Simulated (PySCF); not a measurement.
Computed shifts of a molecule C4H6OSi, PBE/pcSseg-1 in PySCF, GIAO, gas phase, atoms alike by connectivity averaged where their shifts nearly agree, in ppm (number of nuclei): ²⁹Si: -86.8 (1). ¹³C: 152.7 (1), 150.6 (1), 130.3 (1), 116.2 (1). ¹H: 7.96 (1), 7.20 (1), 6.76 (1), 4.77 (3). References: ²⁹Si against TMS (σ = 335.4 ppm); ¹³C against TMS (σ = 182.0 ppm); ¹⁷O against H2O (σ = 334.3 ppm); ¹H against TMS (σ = 31.49 ppm), references at their B3LYP-D3(BJ)/def2-TZVP geometries, non-relativistic. Geometry optimised at ωB97X-D3(BJ)/def2-SVP. One conformer was computed; it need not be the lowest.

Task: Pick the molecule that these values belong to.
A) C=C=C[SiH2]C=O
B) [SiH3]c1ccoc1
C) C=C=C1C[SiH2]O1
D) [SiH3]c1ccco1

Result: D, [SiH3]c1ccco1
